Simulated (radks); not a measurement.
The numbers below are computed, except where a source is named.
Neutral cobalt inside a hard spherical wall (all orbitals vanish at R), configuration held at [Ar] 3d7 4s2 and not refilled when levels cross. Code: a radial shooting solver on a logarithmic mesh with Libxc functionals. Model: scalar-relativistic Kohn-Sham, PBE, spin-polarised, spherical densities, point nucleus; open shells are filled with parallel spins first. Eigenvalues in eV for spin up, with the zero of energy where the potential of the charges vanishes at infinity; a dash marks a level that is unbound or too diffuse for the functional's potential to be trusted. A positive occupied level is held by the wall or, in an anion where self-interaction has pushed it up, behind a barrier. The pressure on the wall is -dE/dV.

| R (bohr) | E (hartree) | kinetic (hartree) | e(3s) | e(3p) | e(3d) | e(4s) | e(4p, empty) | e(5s, empty) | pressure (GPa) |
|---|---|---|---|---|---|---|---|---|---|
| free | -1393.22516 | 1411.221 | -103.76 | -66.965 | -9.407 | -5.724 | -1.365 | - | 0 |
| 15 | -1393.22516 | 1411.221 | -103.76 | -66.965 | -9.407 | -5.724 | -1.361 | 0.270 | < 0.0001 |
| 10 | -1393.22492 | 1411.223 | -103.73 | -66.942 | -9.385 | -5.706 | -1.266 | 1.525 | 0.00669 |
| 5 | -1393.13573 | 1411.669 | -101.57 | -64.783 | -7.303 | -3.430 | 2.635 | 19.028 | 10.2 |
| 4 | -1392.91150 | 1412.545 | -98.625 | -61.870 | -4.515 | 0.509 | 8.147 | 38.571 | 60.2 |
| 2.5 | -1390.29699 | 1421.197 | -82.075 | -45.640 | 12.174 | 33.760 | 48.216 | 155.37 | 1940 |
| 2 | -1385.52918 | 1436.308 | -64.510 | -27.902 | 32.060 | 83.416 | 102.49 | 291.80 | 9590 |
| 1.5 | -1367.78003 | 1488.548 | -19.275 | 19.730 | 85.192 | 234.67 | 256.30 | 642.07 | 71200 |
